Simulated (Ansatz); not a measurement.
Reaction (ligand exchange at a Ga–C bond): `[AlH2][CH2][GaH2]` + PH₃ → `[PH2][GaH2]` + `[CH3][AlH2]`

Computed with Ansatz on PBE0-D4/def2-TZVP structures; ΔE is electronic, products minus reactants. CCSD(T)/CBS adds triple-zeta CCSD(T) − MP2 to the extrapolated MP2 energy (def2 sets, frozen cores). This one scheme is used for every species. DFT in def2-TZVPP. B3LYP here is the variant with VWN-RPA as its local correlation; programs differ in this. For Ga outer-core shells are correlated without core-valence functions, which leaves a few kJ/mol of doubt a bond. Scalar relativity is left out up to krypton.

`[AlH2][CH2][GaH2]`:

Z-matrix (Å, degrees):
```
C
Ga 1 1.957
Al 1 1.939 2 116.4
H 1 1.095 2 107.2 3 -120.7
H 1 1.095 2 107.2 3 120.6
H 2 1.572 1 119.8 3 89.7
H 2 1.572 1 119.8 3 -89.2
H 3 1.589 1 120.0 2 89.2
H 3 1.589 1 120.1 2 -89.6
```

PH₃:

Cartesian coordinates in Å:
```
P 0.539 -0.200 0.081
H 0.190 1.169 0.226
H -0.574 -0.644 0.843
H -0.155 -0.326 -1.151
```

`[PH2][GaH2]`:

```xyz
6

P     0.409   -0.925    0.962
Ga    0.209    0.621   -0.741
H    -0.650   -1.756    0.512
H    -0.378   -0.200    1.893
H     0.382    2.145   -0.413
H     0.028    0.115   -2.214
```

`[CH3][AlH2]`:

Cartesian coordinates in Å:
```
C 0.077 -0.461 0.764
Al -0.078 0.569 -0.886
H -0.492 -0.022 1.587
H -0.325 -1.469 0.605
H 1.114 -0.584 1.085
H -1.380 1.431 -1.184
H 1.083 0.536 -1.972
```

CCSD(T)/CBS gives -7.7 kcal/mol.

Task: Another level gave -9.7 kcal/mol. Which?
A. RPA@PBE/def2-TZVPP
B. B3LYP/def2-TZVPP
C. CAM-B3LYP-D4/def2-TZVPP
D. CCSD(T)/def2-TZVPP

Result: B. B3LYP -9.7, CCSD(T)/def2-TZVPP -7.5, CAM-B3LYP-D4 -8.6, RPA@PBE/def2-TZVPP -6.6 kcal/mol.

Largest T1 diagnostic among the species: 0.014.

Leaving LDA and LC-ωPBE aside and taking each functional with its dispersion term where it has one, the values, not all of them listed here, spread over 1.5 kcal/mol, from B97M-V to ωB97M-V. LDA lies +1.1 kcal/mol from PBE without D4. In def2-TZVPP, CCSD(T) changes the Hartree–Fock value by +1.7 kcal/mol (the triples alone add +0.1 kcal/mol) and MP2 by +2.0 kcal/mol.
